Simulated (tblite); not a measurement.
A tight-binding relaxation on `Cc1cnc(-c2ccncc2)nc1`.

Computed with GFN2-xTB geometry optimisation, gas phase (tblite 0.8.0). Start geometry: from a force field or distance geometry. A driver script takes a list of jobs; this job's settings line and coordinates (Å) are shown.

Input:
```
{"job": {"kind": "relax", "xc": "GFN2-xTB", "basis": "xTB"}, "charge": 0, "multiplicity": 1}
C      4.136800     0.146400    -0.129700
C      2.636400     0.118600    -0.069800
C      1.853900     0.972000    -0.779100
N      0.496900     0.953600    -0.774500
C     -0.077300    -0.001900     0.011400
C     -1.554100    -0.057500     0.042500
C     -2.339000     0.844300    -0.691500
C     -3.715000     0.754400    -0.613600
N     -4.370700    -0.168800     0.125400
C     -3.616700    -1.027400     0.831200
C     -2.229300    -1.013100     0.817500
N      0.607000    -0.903200     0.737600
C      1.949700    -0.821700     0.690900
H      4.487800    -0.491500    -0.944900
H      4.568200    -0.188400     0.812900
H      4.485100     1.170400    -0.288400
H      2.275500     1.747000    -1.416800
H     -1.887900     1.602200    -1.309600
H     -4.354900     1.436500    -1.170100
H     -4.154000    -1.753700     1.424200
H     -1.684900    -1.732900     1.417500
H      2.476200    -1.566000     1.275900
```

Output:
```
step      E/eV     max force
  0    -945.60377    2.793
  1    -945.72390    1.081
  2    -945.74949    0.273
  3    -945.75678    0.175
  4    -945.76661    0.296
  5    -945.77054    0.154
  6    -945.77344    0.135
  7    -945.77621    0.129
  8    -945.77935    0.154
  9    -945.78186    0.114
 10    -945.78336    0.064
 11    -945.78409    0.046
 12    -945.78452    0.047
 13    -945.78487    0.041
 14    -945.78515    0.033
 15    -945.78533    0.030
 16    -945.78542    0.017
 17    -945.78547    0.015
 18    -945.78550    0.014
 19    -945.78553    0.009
```

«max force» is the largest atomic force in eV/Å.

Task: From which step on does the largest force stay under 0.1 eV/Å, and how much energy is left to gain from there?

Result: From step 10 (0.064 eV/Å), 2.2 meV above the end.

Main results: energy lowered by 4.2 kcal/mol over 19 steps; largest atomic force 0.009 eV/Å at the end.

Time: 0.24 s. Hardware: Intel Xeon at 2.60 GHz, one thread, no GPU, shared host.
Labels such as C1 count atoms from 1, the log's own numbers from 0.
